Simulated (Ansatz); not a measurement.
Reaction (hydrogenolysis of the Si–C bond): `C[SiH](C)CO` + H₂ → `C[SiH2]C` + CH₃OH

Program: Ansatz. Geometries: PBE0-D4/def2-TZVP. ΔE: electronic, gas phase. CCSD(T)/CBS is the MP2 limit (def2-TZVPP, def2-QZVPP) plus CCSD(T) − MP2 in def2-TZVPP, frozen cores. This one scheme is used for every species. DFT in def2-TZVPP. One conformer a species, not always the lowest.

CCSD(T)/CBS gives -0.38 eV.

Problem. Another level gave -0.40 eV. Which?
A. PBE-D4/def2-TZVPP
B. B2PLYP/def2-TZVPP
C. ωB97X-V/def2-TZVPP
D. HF/def2-TZVPP

Solution. C. ωB97X-V -0.40, PBE-D4 -0.33, B2PLYP -0.46, HF/def2-TZVPP -0.72 eV.

Largest T1 diagnostic among the species: 0.010.

The D4 term adds +0.13 eV with B3LYP and +0.07 eV with PBE0; it sums over pairs of atoms, weighted by their polarisabilities, and B3LYP, whose exchange is more repulsive, gets the larger term. From PBE to PBE0 (25 % exact exchange), in def2-TZVPP and without D4, ΔE moves by −0.05 eV. In def2-TZVPP, CCSD(T) changes the Hartree–Fock value by +0.31 eV (the triples alone add +0.06 eV) and MP2 by +0.36 eV.

B3LYP here is the variant with VWN-RPA as its local correlation; programs differ in this.
